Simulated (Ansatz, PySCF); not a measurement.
H4OSe2Si, SMILES [SiH3]O[Se][SeH].

Coordinates come from a PBE0-D3(BJ)/def2-SVP optimisation. Other conformers were not sampled.

Vertical ionisation energy (IE) and electron affinity (EA) in eV. Rows of orbital energies are one-electron estimates. Where ΔSCF, EOM or ADC give a negative EA the extra electron is unbound and the value depends on the basis.

| level | IE | EA |
|---|---|---|
| −ε(HOMO), −ε(LUMO), ωB97X/def2-TZVP (PySCF) | 9.24 | -0.56 |
| −ε(HOMO), −ε(LUMO), PBE/def2-TZVP (PySCF) | ___ | ___ |
| ΔSCF, PBE0/def2-SVPD (Ansatz), final states of multiplicity 2 and 2 | 8.99 | 0.11 |
| ΔSCF, PBE/def2-SVPD (Ansatz), final states of multiplicity 2 and 2 | 8.78 | 0.19 |

**Question.** Fill in the missing entries. (Estimate from the structure and the level; the computed values follow.)

**Answer.** 
- −ε(HOMO), −ε(LUMO), PBE/def2-TZVP (PySCF), IE: 5.70
- −ε(HOMO), −ε(LUMO), PBE/def2-TZVP (PySCF), EA: 2.39

**Question.** What vertical singlet–triplet gap does ΔSCF give with PBE0/def2-SVPD (Ansatz, an electronic-structure program) and with PBE/def2-SVPD (Ansatz)? (Estimate from the structure and the level; the computed values follow.)

**Answer.** 3.16 and 3.05 eV (triplet above singlet where positive).
